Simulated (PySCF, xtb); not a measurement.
C₃H₆BFO₂, SMILES CCC(=O)B(O)F.

GFN2-xTB run with xtb 6.7.1 at its own geometry gives an orbital gap of 3.35 eV and a dipole moment of 3.62 D.

Geometry optimised at r2SCAN-D4/def2-SVP. The structure was generated by enumeration, and PubChem lists no compound with its InChIKey, so it may never have been made. The values are those of a single conformer.

**Question.** What does B3LYP/def2-TZVP (PySCF) give? (An estimate is asked for; the answer gives what the named calculation found.)

**Answer.** gap 4.87 eV (levels -6.87 and -2.01 eV), dipole 3.41 D.
